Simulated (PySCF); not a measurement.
PySCF input (HF/def2-TZVPD):

```python
from pyscf import gto, scf, dft

mol = gto.M(
    atom='''
    C    -1.90075495    0.29902125    0.01157465
    C    -1.05964596   -0.55464905    0.52081191
    C     0.39585359   -0.82121586    0.53875355
    C     1.13716603    0.16544316   -0.25245602
    N     1.67288936    0.96265292   -0.88426463
    H    -2.96872122    0.23020595    0.18694617
    H    -1.55907494    1.12373960   -0.61690052
    H     0.60685723   -1.81895025    0.14297134
    H     0.77500114   -0.80516275    1.56473087
    ''',
    basis='def2-tzvpd',
    charge=0,
    spin=1,
    verbose=4,
)

mf = scf.UHF(mol).density_fit(auxbasis='def2-universal-jkfit')
mf.conv_tol = 1e-9
mf.max_cycle = 100
mf.max_memory = 1500
mf.kernel()
if not mf.converged:
    mf = mf.newton()
    mf.kernel(mf.make_rdm1())
for _ in range(2):
    mo, _, stable, _ = mf.stability(return_status=True)
    if stable:
        break
    mf.kernel(mf.make_rdm1(mo, mf.mo_occ))
mf.analyze()
```

End of the output:

```
Extra cycle  E= -208.238424170926  delta_E= -5.47e-11  |g|= 4.53e-06  |ddm|= 8.5e-06
converged SCF energy = -208.238424170926  <S^2> = 0.921895  2S+1 = 2.165082
uhf_internal: lowest eigs of H = [0.07601227 0.15884319 0.21413731]
<class 'pyscf.df.df_jk.DFUHF'> wavefunction is stable in the internal stability analysis
**** SCF Summaries ****
Total Energy =                        -208.238424170926493
Nuclear Repulsion Energy =             133.962880678960886
One-electron Energy =                 -545.371186474594197
Two-electron Energy =                  203.169881624706846
Two-electron Coulomb Energy =          231.906540076636446
DFT Exchange-Correlation Energy =      -28.736658451929600
HOMO-LUMO gap [eV] =                    12.519611979503701
**** MO energy ****
                             alpha | beta                alpha | beta
MO #1   energy= -15.5759261552525  | -15.5764332168486  occ= 1 | 1
MO #2   energy= -11.305409079577   | -11.306800002617   occ= 1 | 1
MO #3   energy= -11.2834062343726  | -11.2798060316403  occ= 1 | 1
MO #4   energy= -11.2825066202169  | -11.2501662777647  occ= 1 | 1
MO #5   energy= -11.2378639167116  | -11.2477645338996  occ= 1 | 1
MO #6   energy= -1.23161576189233  | -1.22972361400777  occ= 1 | 1
MO #7   energy= -1.12915754718112  | -1.09125669557085  occ= 1 | 1
MO #8   energy= -1.00688487392362  | -1.00810875525207  occ= 1 | 1
MO #9   energy= -0.792848723652391 | -0.744476419931409 occ= 1 | 1
MO #10  energy= -0.715143715007763 | -0.700971208239508 occ= 1 | 1
MO #11  energy= -0.65877830813365  | -0.645523932736275 occ= 1 | 1
MO #12  energy= -0.653346572630051 | -0.629767394031804 occ= 1 | 1
MO #13  energy= -0.604449334731726 | -0.583104033220574 occ= 1 | 1
MO #14  energy= -0.564040335615445 | -0.5631702401922   occ= 1 | 1
MO #15  energy= -0.480808089580322 | -0.473032484673678 occ= 1 | 1
MO #16  energy= -0.47422279537013  | -0.472140547567001 occ= 1 | 1
MO #17  energy= -0.413308933973227 | -0.407162529961298 occ= 1 | 1
MO #18  energy= -0.412297729168841 | 0.052924728008655  occ= 1 | 0
MO #19  energy= 0.0614564417678104 | 0.0773599548857235 occ= 0 | 0
MO #20  energy= 0.0842325927036248 | 0.0866762433543483 occ= 0 | 0
MO #21  energy= 0.0918694242553056 | 0.105148661453258  occ= 0 | 0
MO #22  energy= 0.118104978877305  | 0.122585700567461  occ= 0 | 0
MO #23  energy= 0.123463289960144  | 0.131337162506119  occ= 0 | 0
MO #24  energy= 0.136542442442279  | 0.153492451602076  occ= 0 | 0
MO #25  energy= 0.154834034331803  | 0.156988961987393  occ= 0 | 0
MO #26  energy= 0.16842476144467   | 0.173240541097936  occ= 0 | 0
MO #27  energy= 0.183991835061853  | 0.187171276231149  occ= 0 | 0
MO #28  energy= 0.187343122281981  | 0.199444555683056  occ= 0 | 0
MO #29  energy= 0.207212497297754  | 0.209861916837552  occ= 0 | 0
MO #30  energy= 0.215068712137685  | 0.216163016367222  occ= 0 | 0
MO #31  energy= 0.222629627843948  | 0.217640539434113  occ= 0 | 0
MO #32  energy= 0.23050164579355   | 0.224082592722143  occ= 0 | 0
MO #33  energy= 0.234507376419585  | 0.241185002715356  occ= 0 | 0
MO #34  energy= 0.245636275992417  | 0.248322429253003  occ= 0 | 0
MO #35  energy= 0.255435563249689  | 0.256391335362642  occ= 0 | 0
MO #36  energy= 0.264277483199428  | 0.267748645489781  occ= 0 | 0
MO #37  energy= 0.296091231832452  | 0.302842916493946  occ= 0 | 0
MO #38  energy= 0.303137873907011  | 0.305580324938356  occ= 0 | 0
MO #39  energy= 0.30975917132874   | 0.31224660769294   occ= 0 | 0
MO #40  energy= 0.315281037857728  | 0.31544679716952   occ= 0 | 0
MO #41  energy= 0.319480200847055  | 0.326406082727889  occ= 0 | 0
MO #42  energy= 0.325052440424772  | 0.337689121655822  occ= 0 | 0
MO #43  energy= 0.342739092421442  | 0.34681396194449   occ= 0 | 0
MO #44  energy= 0.346153846170364  | 0.348164746814739  occ= 0 | 0
MO #45  energy= 0.346907865147531  | 0.349664327012694  occ= 0 | 0
MO #46  energy= 0.362540283390945  | 0.365852233946155  occ= 0 | 0
MO #47  energy= 0.375405592224322  | 0.379540493054024  occ= 0 | 0
MO #48  energy= 0.394044692632165  | 0.398459262290472  occ= 0 | 0
MO #49  energy= 0.405626088640799  | 0.411795568872134  occ= 0 | 0
MO #50  energy= 0.406160989551942  | 0.416851068764673  occ= 0 | 0
MO #51  energy= 0.417320192636483  | 0.419003553089108  occ= 0 | 0
MO #52  energy= 0.428649539276135  | 0.431556547602232  occ= 0 | 0
MO #53  energy= 0.434506392283404  | 0.43686913192276   occ= 0 | 0
MO #54  energy= 0.43886916252857   | 0.444034332364491  occ= 0 | 0
MO #55  energy= 0.444216771552368  | 0.458053530954497  occ= 0 | 0
MO #56  energy= 0.467258786246481  | 0.469436075894031  occ= 0 | 0
MO #57  energy= 0.470702835884738  | 0.472316116427739  occ= 0 | 0
MO #58  energy= 0.481398022356638  | 0.483058803936999  occ= 0 | 0
MO #59  energy= 0.49203233545991   | 0.494490178399374  occ= 0 | 0
MO #60  energy= 0.493530993814124  | 0.496523235142191  occ= 0 | 0
MO #61  energy= 0.532857635724826  | 0.534198101488758  occ= 0 | 0
MO #62  energy= 0.549950834075125  | 0.556333195269424  occ= 0 | 0
MO #63  energy= 0.552681458079504  | 0.559033811358514  occ= 0 | 0
MO #64  energy= 0.56132061165353   | 0.562135588133483  occ= 0 | 0
MO #65  energy= 0.564903566762593  | 0.567716645855032  occ= 0 | 0
MO #66  energy= 0.593669422925754  | 0.593949382500448  occ= 0 | 0
MO #67  energy= 0.593817752148161  | 0.602833238050039  occ= 0 | 0
MO #68  energy= 0.616137445049183  | 0.611646558720537  occ= 0 | 0
MO #69  energy= 0.635548643183892  | 0.637877390168274  occ= 0 | 0
MO #70  energy= 0.643792345698314  | 0.645239323519128  occ= 0 | 0
MO #71  energy= 0.666448112051699  | 0.666767314750627  occ= 0 | 0
MO #72  energy= 0.672881577641192  | 0.669988856456523  occ= 0 | 0
MO #73  energy= 0.684637293435035  | 0.68846750674458   occ= 0 | 0
MO #74  energy= 0.697449306914368  | 0.706410392029216  occ= 0 | 0
MO #75  energy= 0.711413963415533  | 0.713446940706315  occ= 0 | 0
MO #76  energy= 0.718934893009643  | 0.726654676676729  occ= 0 | 0
MO #77  energy= 0.723689224879017  | 0.740740969301265  occ= 0 | 0
MO #78  energy= 0.737908166516327  | 0.745708519474123  occ= 0 | 0
MO #79  energy= 0.746471202103073  | 0.754923745165479  occ= 0 | 0
MO #80  energy= 0.761885885981082  | 0.767533984812451  occ= 0 | 0
MO #81  energy= 0.777303013731156  | 0.78713812323049   occ= 0 | 0
MO #82  energy= 0.783116035245768  | 0.790909297009386  occ= 0 | 0
MO #83  energy= 0.821295173581472  | 0.826115525007224  occ= 0 | 0
MO #84  energy= 0.835894315069222  | 0.840700615393985  occ= 0 | 0
MO #85  energy= 0.83648062398403   | 0.841053623306464  occ= 0 | 0
MO #86  energy= 0.853333906404493  | 0.857902975524192  occ= 0 | 0
MO #87  energy= 0.863021906646321  | 0.889193137327669  occ= 0 | 0
MO #88  energy= 0.894028139138797  | 0.900537578342173  occ= 0 | 0
MO #89  energy= 0.91413984273238   | 0.914917032593714  occ= 0 | 0
MO #90  energy= 0.916129708038969  | 0.924293748976884  occ= 0 | 0
MO #91  energy= 0.951240342788974  | 0.963328433264277  occ= 0 | 0
MO #92  energy= 0.974010599547661  | 0.98280107092132   occ= 0 | 0
MO #93  energy= 0.974762470541428  | 0.989798367734859  occ= 0 | 0
MO #94  energy= 1.03828087140888   | 1.03356468806411   occ= 0 | 0
MO #95  energy= 1.03953184735374   | 1.0481651820785    occ= 0 | 0
MO #96  energy= 1.07736195828334   | 1.08331141659609   occ= 0 | 0
MO #97  energy= 1.10434417565297   | 1.11112439988267   occ= 0 | 0
MO #98  energy= 1.13237558095739   | 1.13954244347884   occ= 0 | 0
MO #99  energy= 1.15302791318136   | 1.15855240223049   occ= 0 | 0
MO #100 energy= 1.16784014215261   | 1.1942048266716    occ= 0 | 0
MO #101 energy= 1.19236109165792   | 1.19713775368934   occ= 0 | 0
MO #102 energy= 1.24934196697184   | 1.24725197416389   occ= 0 | 0
MO #103 energy= 1.25496571190964   | 1.25327715996916   occ= 0 | 0
MO #104 energy= 1.29185669457768   | 1.31394843145838   occ= 0 | 0
[...]
```

It need not be the lowest isomer of its formula.

The determinant is spin-contaminated: <S^2> is 0.92 against 0.75 for a pure state.
